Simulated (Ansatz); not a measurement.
Consider the silylene formation by 1,1-elimination: `C[SiH](F)CCl` → `FCCl` + `C[SiH]`.

Isolated molecules relaxed with PBE0-D4/def2-TZVP in Ansatz; ΔE leaves out vibrations. CCSD(T)/CBS adds triple-zeta CCSD(T) − MP2 to the extrapolated MP2 energy (def2 sets, frozen cores). This one scheme is used for every species. DFT in def2-TZVPP. B3LYP here is the variant with VWN-RPA as its local correlation; programs differ in this. One conformer a species, not always the lowest.

(1) Is it downhill or uphill in electronic energy at CCSD(T)/CBS, and by how much? (An estimate is asked.)

(2) What do these levels give: PBE0-D4, B3LYP-D4, ωB97M-V, r2SCAN, PBE0, B3LYP, HF/def2-TZVPP, MP2/def2-TZVPP, SCS-MP2/def2-TZVPP, SCS-MP2/def2-QZVPP, MP2/CBS(def2), CCSD/CBS(def2)? (An estimate is asked.)

Largest T1 diagnostic among the species: 0.012.

Answers

(1) Computed: Uphill: ΔE = +4.77 eV.

(2) The calculation gave: PBE0-D4 4.70, B3LYP-D4 4.60, ωB97M-V 4.66, r2SCAN 4.81, PBE0 4.61, B3LYP 4.43, HF/def2-TZVPP 4.54, MP2/def2-TZVPP 4.94, SCS-MP2/def2-TZVPP 4.77, SCS-MP2/def2-QZVPP 4.85, MP2/CBS(def2) 5.05, CCSD/CBS(def2) 4.75 eV.

In def2-TZVPP, CCSD(T) changes the Hartree–Fock value by +0.11 eV (the triples alone add +0.02 eV) and MP2 by +0.39 eV. The D4 term adds +0.16 eV with B3LYP and +0.09 eV with PBE0; it sums over pairs of atoms, weighted by their polarisabilities, and B3LYP, whose exchange is more repulsive, gets the larger term.
